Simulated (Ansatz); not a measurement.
Coupled-cluster diagnostics for Cs₄F₃ (the lowest doublet isomer of a short search), Ansatz.

Geometry of the doublet (PBE-D4/def2-SVP):

```xyz
7

Cs   -1.3931    2.2211   -1.1089
Cs    0.1593    0.1717    2.1989
Cs   -1.3953   -2.3596   -0.7535
Cs    2.5663   -0.1023   -1.2067
F     1.0148   -1.7171    0.3638
F     1.0199    1.7467    0.0793
F    -1.9720    0.0395    0.4272
```

In the def2 sets Cs takes a core potential; there is no spin–orbit coupling. Correlated methods freeze 3 core orbitals; core or outer-core shells of Cs are correlated, in sets that lack core-valence functions. The structure comes from a short search, and lower isomers may exist.

Q: Estimate the CCSD(T) correlation energy, the shares of MP2 and (T), T1 and the reference's ⟨S²⟩ for: charge 0, doublet, own geometry in def2-SVP; and the rough time on 4 threads of Arm Neoverse V2 on a shared host.

A: 
```json
{"state": "charge 0, doublet, own geometry", "basis": "def2-SVP", "correlation (eV)": "-21.796", "MP2 share (%)": "96.1", "(T) share (%)": "1.5", "T1": "0.019", "⟨S²⟩ (pure)": "0.75 (0.75)", "wall time": "4.8 min"}
```
Customary marks for T1 are 0.02 (closed shells), 0.045 (open shells) and about 0.05 (3d metals). T1 stays under 0.02 throughout.
